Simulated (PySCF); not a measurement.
C2H6Cl2Sn, charge -1, doublet, at a GFN2-xTB geometry (such geometries of metal compounds can be far from the true shape) (a state made from the parent by changing its charge; the spin is typed, not shown lowest) (core potentials on Sn).

Input for PySCF:
```python
from pyscf import gto, scf, dft

mol = gto.M(
    atom='''
C     1.76372903   -1.73662568    0.07130148
Sn   -0.01628524   -0.13562850   -0.03006054
C    -1.93690710   -1.43671469   -0.67180903
Cl    0.54789437    1.48232711   -1.99334049
Cl   -0.40507770    0.67347787    2.41398282
H     1.46816842   -2.53232204    0.74641837
H     2.67201876   -1.26524498    0.43134678
H     1.92379636   -2.13256648   -0.92556909
H    -2.68511086   -0.79754733   -1.12797528
H    -2.34499204   -1.91167356    0.21305304
H    -1.60843387   -2.18786323   -1.38212146
''',
    basis='def2-svpd',
    ecp={'Sn': 'def2-svpd'},
    charge=-1,
    spin=1,
    verbose=4,
)

mf = dft.UKS(mol)
mf.xc = 'camb3lyp'
mf = mf.density_fit(auxbasis='def2-universal-jkfit')
mf.kernel()
```

Q: Estimate the nuclear repulsion energy that PySCF with DF-CAMB3LYP/def2-SVPD returns for this input.

A: 375.6299 Eh

Q: What is the computed number of basis functions (DF-CAMB3LYP/def2-SVPD)?

A: 174

Q: What is the computed HOMO energy (DF-CAMB3LYP/def2-SVPD)?

A: -1.68 eV

Q: Predict the Mulliken (on the basis functions themselves) charges in atom order from DF-CAMB3LYP/def2-SVPD.

A: C1 0.35, Sn2 1.07, C3 0.33, Cl4 -0.73, Cl5 -0.73, H6 -0.22, H7 -0.22, H8 -0.22, H9 -0.21, H10 -0.21, H11 -0.21

Q: What is the computed <S^2> (DF-CAMB3LYP/def2-SVPD)?

A: 0.759

Q: Estimate the total energy that DF-CAMB3LYP/def2-SVPD returns for this input.

A: -1214.274432 Ha

These values belong to the state on which the SCF converged, which isn't shown to be the lowest.
